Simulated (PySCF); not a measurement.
Working out the excitation energy of Cl

Cl [Ne] 3s2 3p5 (2P) → Cl [Ne] 3s1 3p6 (2S). Calculation: PySCF 2.14, in def2-TZVPPD; the non-relativistic Hamiltonian (point nucleus). Frozen: 1s2. Energies in hartree (1 hartree = 27.21139 eV):

```csv
part,Cl (lower),Cl (upper)
UHF,-459.477169,-458.910859
MP2 opposite-spin,-0.232903,-0.314632
MP2 same-spin,-0.087353,-0.099689
```

What does Hartree-Fock give?

(-458.910859) − (-459.477169) = 0.566310 hartree = 15.410 eV.

What do MP2 and SCS-MP2 (6/5 opposite-spin, 1/3 same-spin) give?

The opposite-spin parts differ by -2.224 eV and the same-spin parts by -0.336 eV. MP2: 15.410 + (-2.224) + (-0.336) = 12.850 eV. SCS-MP2: 15.410 + 1.2 × (-2.224) + (-0.336)/3 = 12.629 eV.

Measured between the centres of the two terms (NIST): 10.586 eV, so MP2 (valence and next inner shell) is off by 2.264 eV.

What remains against the reference includes basis incompleteness, the frozen core and correlation beyond second order.
